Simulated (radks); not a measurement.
Q: The phosphorus ion P+, 14 electrons, occupied as [Ne] 3s2 3p2. Method: Dirac Kohn-Sham, PBE, spin-unpolarised, spherical densities, finite nucleus; open shells fill j = l - 1/2 first; Fermi nuclear charge, rms radius 3.1889 fm; computed with a radial shooting solver on a logarithmic mesh with Libxc functionals. Some entries of the table are withheld. Estimate them.

| orbital | occ. | eigenvalue (eV) | r(max) (bohr) |
|---|---|---|---|
| 1s1/2 | 2 | -2094.789 | (1) |
| 2s1/2 | 2 | (2) | 0.4188 |
| 2p1/2 | 2 | -135.7003 | (3) |
| 2p3/2 | 4 | -134.7823 | (4) |
| 3s1/2 | 2 | -23.2662 | (5) |
| 3p1/2 | 2 | (6) | 1.751 |
| 3p3/2 | 0 | (7) | 1.757 |

A: 
(1) 1s1/2 r(max) (bohr): 0.06764
(2) 2s1/2 eigenvalue (eV): -184.5664
(3) 2p1/2 r(max) (bohr): 0.3529
(4) 2p3/2 r(max) (bohr): 0.3546
(5) 3s1/2 r(max) (bohr): 1.549
(6) 3p1/2 eigenvalue (eV): -14.2412
(7) 3p3/2 eigenvalue (eV): -14.1755
